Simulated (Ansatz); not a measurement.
Z-matrix (Å, degrees):
```
C
B 1 1.556
H 1 1.093 2 110.2
H 1 1.091 2 112.4 3 -120.9
H 1 1.093 2 110.2 3 118.2
F 2 1.558 1 113.0 3 169.1
F 2 1.329 1 122.5 3 -59.1
F 2 1.556 1 113.1 3 72.8
B 6 1.556 2 93.4 1 -113.7
C 9 1.556 6 113.1 2 -113.6
F 9 1.329 6 107.9 2 107.6
H 10 1.093 9 110.2 6 -72.5
H 10 1.091 9 112.4 6 48.3
H 10 1.093 9 110.2 6 169.3
```

Total charge 0; spin multiplicity 1.

List the r2SCAN/def2-TZVPP orbital energies in eV (Ansatz 0.2.0). (Estimate.)

Computed: Occupied: -667.84, -667.84, -666.42, -666.42, -272.62, -272.62, -183.67, -183.67, -34.03, -32.40, -32.01, -31.78, -18.82, -18.52, -15.68, -15.63, -14.81, -13.75, -13.58, -12.64, -11.96, -11.93, -11.42, -11.08, -10.79, -10.43, -10.23, -10.21, -10.03, -9.96, -9.20, -8.59. Lowest empty: 0.98, 1.02, 1.71, 2.66, 2.78, 2.78, 3.08, 3.12.
